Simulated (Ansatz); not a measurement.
Start from `[SiH3]OC1=CC1` and change one atom or group to get `SC1=CC1`.

Ansatz, PBE0-D4/def2-TZVP geometries, multiplicity 1. Each molecule was computed in one conformer, which needn't be the lowest.

```json
{"property": "LUMO energy (PBE0/def2-TZVPP) / eV", "`[SiH3]OC1=CC1`": "-0.02"}
{"property": "HOMO energy (PBE0/def2-TZVPP) / eV", "`[SiH3]OC1=CC1`": "-6.63"}
{"property": "HOMO–LUMO gap (B3LYP/def2-TZVPP) / eV", "`[SiH3]OC1=CC1`": "6.19"}
{"property": "LUMO energy (PBE/def2-TZVPP) / eV", "`[SiH3]OC1=CC1`": "-0.91"}
{"property": "HOMO–LUMO gap (PBE/def2-TZVPP) / eV", "`[SiH3]OC1=CC1`": "4.57"}
{"property": "size of the dipole moment (B3LYP/def2-TZVPP) / D", "`[SiH3]OC1=CC1`": "0.80"}
```

(1) What does the change do to each property? (An estimate is asked.)

## Answers

(1) Ansatz gave: 
```tsv
property	`SC1=CC1`	shift
LUMO energy (PBE0/def2-TZVPP) / eV	0.21	0.23
HOMO energy (PBE0/def2-TZVPP) / eV	-6.44	0.19
HOMO–LUMO gap (B3LYP/def2-TZVPP) / eV	6.21	0.02
LUMO energy (PBE/def2-TZVPP) / eV	-0.78	0.13
HOMO–LUMO gap (PBE/def2-TZVPP) / eV	4.58	0.01
size of the dipole moment (B3LYP/def2-TZVPP) / D	0.52	-0.28
```

Dipoles are sizes alone; their direction can turn.

B3LYP here is the variant with VWN-RPA as its local correlation; programs differ in this.
